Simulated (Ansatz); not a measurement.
C₂H₄AlBr, one more setting.

```yaml
crystal:
  periodic: [false, false, false]
  atoms:
    - {symbol: Br, position_ang: [-2.017785, 0.639409, -0.042113]}
    - {symbol: C, position_ang: [-0.105000, 0.387131, -0.781240]}
    - {symbol: C, position_ang: [0.763255, 0.362884, 0.484964]}
    - {symbol: Al, position_ang: [-0.314005, -1.217645, 0.209421]}
    - {symbol: H, position_ang: [-0.006994, 1.109615, -1.584680]}
    - {symbol: H, position_ang: [0.675327, 1.166099, 1.216115]}
    - {symbol: H, position_ang: [1.805933, 0.229457, 0.175905]}
    - {symbol: H, position_ang: [-0.708532, -2.733951, 0.265728]}
basis:
  gaussian: {orbitals: def2-TZVP}
hamiltonian: {xc: {name: PBEsol}, dispersion: d4}
output: {forces: true}
```

```sh
$ ansatz run in.yaml --threads 2 --pin off --events-out ev --progress --plain --max-ram 4352MiB
```

It prints (some lines left out):

```
Functional definition: PBEsol
1171 factors; their error is unknown
mean field evaluation 1: about -78677.1661 eV, gradient 8.9e1 eV
mean field evaluation 2: about -78538.9090 eV, gradient 1.9e2 eV
mean field evaluation 4: about -78695.5170 eV, gradient 1.9e1 eV
mean field evaluation 8: about -78696.7036 eV, gradient 1.8e-1 eV
mean field evaluation 16: about -78696.6586 eV, gradient 6.4e-3 eV
mean field -78696.65860335 eV, -2892.0488611620 hartree, gradient 1.8e-5 eV, S^2 0.000000; 0 other end points of the search recorded, 0 dependent functions left out
reference -78696.65864511 eV, -2892.0488626966 hartree; 32, 32 occupied and 139, 139 virtual orbitals, 1171 factors
Total energy: -78696.71698062 eV, -2892.0510064872 hartree
Atom 0 at    -2.017785     0.639409    -0.042113 Å, force     0.000069    -0.002729    -0.011996 eV/Å
Atom 1 at    -0.105000     0.387131    -0.781240 Å, force    -0.002670    -0.128691     0.264766 eV/Å
Atom 2 at     0.763255     0.362884     0.484964 Å, force    -0.236128    -0.062496    -0.186522 eV/Å
Atom 3 at    -0.314005    -1.217645     0.209421 Å, force    -0.027779    -0.060889     0.067855 eV/Å
Atom 4 at    -0.006994     1.109615    -1.584680 Å, force     0.026018     0.246864    -0.298303 eV/Å
Atom 5 at     0.675327     1.166099     1.216115 Å, force    -0.021420     0.251503     0.258659 eV/Å
Atom 6 at     1.805933     0.229457     0.175905 Å, force     0.318294    -0.060808    -0.087871 eV/Å
Atom 7 at    -0.708532    -2.733951     0.265728 Å, force    -0.056385    -0.182754    -0.006588 eV/Å
Dipole moment:     0.131524    -0.062406    -0.009929 e Å
```

Hardware: 2 threads of an Arm Neoverse V2 on a shared host. Wall time 2.8 s, peak host memory 0.41 GiB.
